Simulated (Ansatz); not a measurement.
Consider the redistribution: `[NH2][Al]([OH])[SiH3]` + `[CH3][GaH][SH]` → `[NH2][Al]([OH])[SH]` + `[CH3][GaH][SiH3]`.

Gas-phase electronic energies from Ansatz, PBE0-D4/def2-TZVP geometries. CBS: MP2 limit from def2 TZ/QZ plus the TZ coupled-cluster correction, frozen cores. For Ga outer-core shells are correlated without core-valence functions, which leaves a few kJ/mol of doubt a bond. Scalar relativity is left out up to krypton. Each species was taken in one conformer, which may not be the lowest.

```json
{"species": "`[NH2][Al]([OH])[SiH3]`", "MP2/def2-TZVPP energy (Eh)": "-664.49778"}
{"species": "`[CH3][GaH][SH]`", "MP2/def2-TZVPP energy (Eh)": "-2362.21537"}
{"species": "`[NH2][Al]([OH])[SH]`", "MP2/def2-TZVPP energy (Eh)": "-772.03713"}
{"species": "`[CH3][GaH][SiH3]`", "MP2/def2-TZVPP energy (Eh)": "-2254.68023"}
```

Task: Work out ΔE.

Result: ΔE = (-772.03713) + (-2254.68023) − (-664.49778) − (-2362.21537) = -0.00421 Eh = -0.11 eV. CCSD(T)/CBS gives -0.10 eV.

Largest T1 diagnostic among the species: 0.013.

Leaving LDA and LC-ωPBE aside and taking each functional with its dispersion term where it has one, the values, not all of them listed here, spread over 0.10 eV, from ωB97M-V to PBE-D4. From BLYP to BHLYP (50 % exact exchange), in def2-TZVPP and without D4, ΔE moves by −0.06 eV.
